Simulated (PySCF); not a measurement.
Broadened absorption spectrum of C4H3BCl2O

Compound: C₄H₃BCl₂O.
Atom-mapped SMILES: `[Cl:1][B:2]([Cl:3])[c:4]1[cH:5][cH:6][cH:7][o:8]1` (hydrogens: H9 on C5; H10 on C6; H11 on C7)

Structure used (PBE0-D3(BJ)/def2-SVP), in Å, numbered top down from 1:
```
atom  x, y, z in Å
Cl1    3.7983   -0.8267    1.2788
B2     2.9022    0.3810    0.3690
Cl3    3.7745    1.6315   -0.4879
C4     1.3788    0.3162    0.3462
C5     0.4838   -0.5531    0.9390
C6    -0.8160   -0.1278    0.5713
C7    -0.6249    0.9741   -0.2223
O8     0.6702    1.2458   -0.3621
H9     0.7550   -1.3988    1.5680
H10   -1.7697   -0.5694    0.8513
H11   -1.3163    1.6383   -0.7372
```

Theory: TDDFT CAM-B3LYP/def2-SVPD, vertical, gas phase, core orbitals frozen in the response (PySCF 2.14.0, density-fitted response routines).

Computed states:

```
state  E (eV)       f
   S1    4.87   0.425
   S2    5.84  0.0000
   S3    6.02   0.022
   S4    6.10  0.0001
   S5    6.74   0.094
   S6    6.76  0.0018
   S7    7.26   0.143
   S8    7.51  0.0001
   S9    7.54   0.017
  S10    7.95  0.0009
```

Each state is given a Gaussian of 0.25 eV full width at half maximum, with ε(max) = 2.175×10⁸ f / Δν̃ (Δν̃ the width in cm⁻¹). The width is an assumption, not a result. The curve ends short of the highest state used, and states not computed would add to its high-energy end.

Question: Give the broadened spectrum and its maxima.

Answer: 
| λ (nm) | ε (L mol⁻¹ cm⁻¹) |
| --- | --- |
| 168.7 | 11435 |
| 171.8 | 14046 |
| 174.9 | 4059 |
| 177.9 | 1258 |
| 181.0 | 5799 |
| 184.1 | 10302 |
| 187.1 | 6066 |
| 190.2 | 1270 |
| 193.3 | 107 |
| 196.4 | 52 |
| 199.4 | 394 |
| 202.5 | 1441 |
| 205.6 | 2361 |
| 208.6 | 1889 |
| 211.7 | 773 |
| 214.8 | 171 |
| 217.8 | 23 |
| 220.9 | 2 |
| 224.0 | 0 |
| 227.0 | 0 |
| 230.1 | 0 |
| 233.2 | 5 |
| 236.2 | 67 |
| 239.3 | 552 |
| 242.4 | 2906 |
| 245.4 | 9745 |
| 248.5 | 23226 |
| 251.6 | 38585 |
| 254.6 | 45805 |
| 257.7 | 40218 |
| 260.8 | 26407 |
| 263.8 | 13587 |
| 266.9 | 5339 |
| 270.0 | 1660 |
| 273.0 | 436 |
| 276.1 | 90 |

Maxima: 255 nm (4.87 eV), ε about 46000, made up of S1 (100%); 206 nm (6.02 eV), ε about 2400, made up of S3 (100%); 184 nm (6.74 eV), ε about 10000, made up of S5 (98%); 171 nm (7.26 eV), ε about 15000, made up of S7 (100%) (ε in L mol⁻¹ cm⁻¹; maxima over ε = 5, shares over 10%).

Question: On this curve, what absorbance would a 10⁻⁵ mol/L sample give at 254 nm over a 1 cm path?

Answer: 254 nm is 4.881 eV, where ε is about 45000 L mol⁻¹ cm⁻¹, so A = ε c l ≈ 0.45 (Beer–Lambert, with the gas-phase spectrum and the assumed width).

Question: What would ε be at 4.87 eV, the highest of these maxima, with half the width (0.125 eV)?

Answer: About 91400 L mol⁻¹ cm⁻¹ against 45800, a factor of about 1.99; a lone state at its own centre would give exactly 2.

The vertical ionisation energy (ΔSCF) is 9.29 eV, 1.34 eV above S10.
